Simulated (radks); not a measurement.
Results of a calculation; reference values are marked as such.
Question: The mean radii <r> (bohr) of the occupied orbitals of an atom or ion are listed with their occupations. Level of theory: Dirac Kohn-Sham, LDA (Slater exchange, Perdew-Wang correlation), spin-unpolarised, spherical densities, finite nucleus; Fermi nuclear charge, rms radius of each element as measured or else 0.836 A^(1/3) + 0.57 fm (a radial shooting solver on a logarithmic mesh with Libxc functionals).

orbital  occ.      <r>
1s1/2       2  0.02974
2s1/2       2   0.1282
2p1/2       2   0.1085
2p3/2       4   0.1138
3s1/2       2   0.3489
3p1/2       2   0.3398
3p3/2       4   0.3510
3d3/2       4   0.3225
3d5/2       6   0.3261
4s1/2       2   0.8474
4p1/2       2   0.8996
4p3/2       4   0.9301
4d3/2       4    1.143
4d5/2       6    1.158

Name the element and its charge. Open shells, if any, fill j = l - 1/2 first.

Answer: Z = 49, indium, charge +3: In3+ in [Kr] 4d10. The 1s radius gives Z: for a bare nucleus <r> = (2 gamma + 1)/(2Z) with gamma = sqrt(1 - (Z/c)^2), 0.02926 bohr for Z = 49, and screening makes it slightly larger (0.02974 here). The occupations add up to 46, and the charge is Z minus that.
